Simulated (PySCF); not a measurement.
C4H5AlO.
Cartesian coordinates in Å at the PBE0-D3(BJ)/def2-SVP level; atoms count from 1:
```
atom  x, y, z in Å
Al1    2.3980    0.2201   -0.0142
C2     0.4466    0.0308   -0.0008
C3    -0.4539   -0.7753    0.6540
C4    -1.7606   -0.3983    0.2192
C5    -1.5717    0.6142   -0.6734
O6    -0.2623    0.8792   -0.8141
H7     3.1072    1.2131    1.0031
H8     3.2740   -0.6244   -1.0354
H9    -0.2120   -1.5574    1.3726
H10   -2.7128   -0.8231    0.5291
H11   -2.2538    1.2201   -1.2654
```

Computed, not measured: core-valence-separated Tamm–Dancoff BHandHLYP/aug-pcX-1 (pcseg-1 on H, def2-SVPD on Al) in PySCF, non-relativistic, gas phase, PBE0-D3(BJ)/def2-SVP geometry. The energies are unshifted.

The lowest roots of each edge with f over 0.003 (five at most, numbered afresh; weaker and dark ones are left out), with transition dipoles (au) in the frame of the coordinates:

| root | edge | E (eV) | f | μx | μy | μz |
| --- | --- | --- | --- | --- | --- | --- |
| 1 | C | 283.40 | 0.0509 | -0.0047 | 0.0570 | 0.0637 |
| 2 | C | 283.69 | 0.0555 | -0.0049 | 0.0595 | 0.0664 |
| 3 | C | 283.77 | 0.0613 | 0.0053 | -0.0626 | -0.0699 |
| 4 | C | 284.29 | 0.0643 | -0.0053 | 0.0640 | 0.0715 |
| 5 | C | 284.65 | 0.0035 | -0.0138 | 0.0129 | -0.0123 |
| 6 | O | 532.60 | 0.0322 | -0.0028 | 0.0331 | 0.0370 |
| 7 | O | 533.63 | 0.0042 | -0.0155 | 0.0058 | -0.0065 |
| 8 | O | 535.57 | 0.0031 | -0.0074 | 0.0097 | -0.0093 |
| 9 | O | 536.17 | 0.0113 | 0.0060 | -0.0212 | 0.0194 |
| 10 | O | 536.31 | 0.0075 | 0.0237 | -0.0006 | 0.0023 |

Task: Molecules are fixed in this frame and the field points along z. What effective strengths 3 f cos²θ do the roots have (θ between field and μ)?

Result: root 1 (C3): 0.084, root 2 (C4): 0.092, root 3 (C2): 0.102, root 4 (C5): 0.107, root 5 (C2): 0.003, root 6 (O6): 0.054, root 7 (O6): 0.002, root 8 (O6): 0.003, root 9 (O6): 0.015, root 10 (O6): 0.000. Averaged over all orientations cos²θ is 1/3, which gives f back.

Cost: about 19 s of CPU time on one thread; the machine was shared, so the figure is rough.
